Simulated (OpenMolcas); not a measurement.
## BH2O2F: a line through the functionals

BH2O2F has 6 atoms, charge 0, and is taken as a singlet. SMILES: `OB(O)F`. The coordinates come from a PBE0-D4/def2-TZVP relaxation. This is one conformer, not always the lowest.

The HOMO–LUMO gap y, in eV, basis def2-SVPD; a is the functional's share of exact exchange. Programs: OpenMolcas 26.06.

| functional | program | a | y (eV) |
| --- | --- | --- | --- |
| TPSS | OpenMolcas | 0 | 7.52 |
| PBE | OpenMolcas | 0 | 7.28 |
| B3LYP | OpenMolcas | 0.2 | 9.10 |
| PBE0 | OpenMolcas | 0.25 | ? |
| BHLYP | OpenMolcas | 0.5 | 11.81 |

Q: Fit y = c + s·a to the known rows and predict PBE0.

A: 
1. Means of the 4 rows: a = 0.1750, y = 8.928.
2. Σ(Δa)² = 0.1675, Σ(Δa·Δy) = 1.4758, so the slope is 1.4758/0.1675 = 8.8107.
3. Intercept: 8.928 − (8.8107) × 0.1750 = 7.386. The largest residual of the fit is 0.13.
4. PBE0: 7.386 + (8.8107) × 0.25 = 9.59 eV.

The run gave 9.72 eV, so the prediction is off by -0.13 eV, within the scatter of the fit. Exact exchange lowers occupied levels and raises empty ones. The rows mix families of semi-local functionals, which the line can't see.
